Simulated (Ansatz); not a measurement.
This geometry of a periodic cell of 17 atoms, MgAl16 (surface Al(110), adsorbate Mg) is a first-order saddle point. Atoms 1 to 4 are held.

Method: DFT PBE, scalar-relativistic, plane waves, PAW in Ansatz. Settings: cutoff 420 eV, k mesh 2x3x1, gaussian smearing 0.05 eV, no spin polarisation.

```xyz
17
Lattice="8.1000 0.0000 0.0000 0.0000 5.7276 0.0000 0.0000 0.0000 16.2957" Properties=species:S:1:pos:R:3
Al 2.025 1.432 1.000
Al 6.075 1.432 1.000
Al 2.025 4.296 1.000
Al 6.075 4.296 1.000
Al 0.025 0.000 2.248
Al 4.024 0.000 2.248
Al 0.005 2.864 2.254
Al 4.044 2.864 2.254
Al 2.024 1.459 3.698
Al 6.074 1.362 3.687
Al 2.024 4.268 3.698
Al 6.074 4.365 3.687
Al 0.048 0.000 4.982
Al 4.000 0.000 4.982
Al -0.181 2.864 4.947
Al 4.230 2.864 4.946
Mg 2.024 2.864 6.469
```

(1) Which two structures does it join? (They come from a converged band through this point; their orientation in space is the band's.)

(2) How far does it lie above each of them?

Results:

(1) Contacts lost: Al9–Mg17. Contacts made: Al11–Mg17. The atom that moves furthest is Mg17, by 2.86 Å.

Image 0:

```xyz
17
Lattice="8.1000 0.0000 0.0000 0.0000 5.7276 0.0000 0.0000 0.0000 16.2957" Properties=species:S:1:pos:R:3
Al 2.025 1.432 1.000
Al 6.075 1.432 1.000
Al 2.025 4.296 1.000
Al 6.075 4.296 1.000
Al 0.009 -0.002 2.248
Al 4.045 0.000 2.249
Al 0.007 2.870 2.249
Al 4.047 2.867 2.249
Al 2.034 1.436 3.593
Al 6.082 1.435 3.729
Al 2.033 4.297 3.698
Al 6.083 4.302 3.721
Al 0.020 -0.012 4.967
Al 4.050 -0.012 4.968
Al 0.013 2.888 4.967
Al 4.058 2.888 4.967
Mg 2.037 1.453 6.414
```

Image 6:

```xyz
17
Lattice="8.1000 0.0000 0.0000 0.0000 5.7276 0.0000 0.0000 0.0000 16.2957" Properties=species:S:1:pos:R:3
Al 2.025 1.432 1.000
Al 6.075 1.432 1.000
Al 2.025 4.296 1.000
Al 6.075 4.296 1.000
Al 0.007 0.006 2.249
Al 4.047 0.003 2.249
Al 0.009 2.861 2.248
Al 4.045 2.864 2.249
Al 2.033 1.434 3.698
Al 6.083 1.438 3.721
Al 2.034 4.300 3.593
Al 6.082 4.299 3.729
Al 0.013 0.024 4.967
Al 4.058 0.024 4.967
Al 0.020 2.852 4.967
Al 4.050 2.852 4.968
Mg 2.037 4.316 6.414
```

(2) 0.223 eV above the first and 0.223 eV above the second. This is the barrier of this one path; another mechanism may lie lower. Limits of this set-up: coarse k mesh, thin slab, slab without dipole correction.

Time of the run: 7.3 min on 1 thread of Arm Neoverse V2, on a shared host, peak memory 1 GiB.
